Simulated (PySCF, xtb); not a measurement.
Si(H)(Cl)2(Me) (CH4Cl2Si), SMILES C[SiH](Cl)Cl.

Harmonic wavenumbers (cm⁻¹) from GFN2-xTB (xtb 6.7.1) at its own minimum, in rising order: 109, 145, 156, 208, 452, 507, 629, 634, 756, 835, 837, 1377, 1467, 1472, 2283, 3025, 3046, 3049.

What does PySCF 2.14.0 with B3LYP-D3(BJ)/def2-SVP give at its own minimum? (The exact figures need the calculation; the answer reports its results.)

164, 176, 187, 244, 496, 567, 678, 752, 754, 864, 901, 1276, 1426, 1428, 2269, 3035, 3132, 3139. Paired by order, the mean absolute difference is 50 cm⁻¹ and the zero-point energies are 30.0 and 30.7 kcal/mol.
